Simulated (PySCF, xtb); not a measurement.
C₄H₄O₂, SMILES c1c(O)occ1.

GFN2-xTB in xtb at its own geometry gives an orbital gap of 4.70 eV and a dipole moment of 2.06 D.

Geometry optimised at PBE0-D3(BJ)/def2-SVP. Other conformers were not sampled.

Task: What does PBE/def2-TZVP in PySCF give? (The exact figures need the calculation; the answer reports its results.)

Result: gap 4.65 eV (levels -4.88 and -0.23 eV), dipole 1.82 D.
